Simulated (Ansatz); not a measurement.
Reaction (substitution at a C–Ga bond): `[CH3][Ga]([CH3])[F]` + `[NH2][GeH]([F])[Cl]` → `C[NH][GeH]([F])[Cl]` + `[CH3][GaH][F]`

Computed with Ansatz on PBE0-D4/def2-TZVP structures; ΔE is electronic, products minus reactants. CCSD(T)/CBS is the MP2 limit (def2-TZVPP, def2-QZVPP) plus CCSD(T) − MP2 in def2-TZVPP, frozen cores. Functionals use def2-TZVPP. B3LYP here is the variant with VWN-RPA as its local correlation; programs differ in this. HSE06 is defined as in plane-wave codes. For Ga, Ge outer-core shells are correlated without core-valence functions, which leaves a few kJ/mol of doubt a bond. Scalar relativity is left out up to krypton. One conformer a species, not always the lowest.

(1) Is it downhill or uphill in electronic energy at CCSD(T)/CBS, and by how much? (Best estimate.)

(2) What do these levels give: PBE-D4, B97M-V, B3LYP-D4, r2SCANh-D4, HSE06-D4, B2PLYP, PBE, CCSD(T)/def2-SVP, SCS-MP2/def2-TZVPP, HF/def2-QZVPP, MP2/def2-QZVPP, SCS-MP2/def2-QZVPP? (Best estimate.)

Largest T1 diagnostic among the species: 0.013.

Answers

(1) Computed: Uphill: ΔE = +84.3 kJ/mol.

(2) Ansatz gave: PBE-D4 77.6, B97M-V 73.5, B3LYP-D4 75.9, r2SCANh-D4 80.8, HSE06-D4 78.2, B2PLYP 80.7, PBE 79.0, CCSD(T)/def2-SVP 63.9, SCS-MP2/def2-TZVPP 80.3, HF/def2-QZVPP 69.3, MP2/def2-QZVPP 87.7, SCS-MP2/def2-QZVPP 81.6 kJ/mol.

In def2-TZVPP, CCSD(T) changes the Hartree–Fock value by +10.9 kJ/mol (the triples alone add +0.8 kJ/mol) and MP2 by +15.9 kJ/mol. At CCSD(T), def2-SVP lies −20.4 kJ/mol from the extrapolated value and def2-TZVPP −3.0 kJ/mol.
